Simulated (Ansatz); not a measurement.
Question: Name a neutral molecule of B, Cl, P and H with HOMO energy (PBE/def2-TZVPP) between -6.80 and -6.50 eV and ideal-gas entropy at 298 K and 1 bar (rigid rotor, harmonic PBE0-D4/def2-TZVP) between 355 and 371 J/(mol·K) (Ansatz, PBE0-D4/def2-TZVP geometry).

Answer: `[PH3+][B-](Cl)(Cl)Cl` (-6.79 eV, 355 J/(mol·K)). Other molecules can fit too; these were computed, each in one conformer that needn't be the lowest.
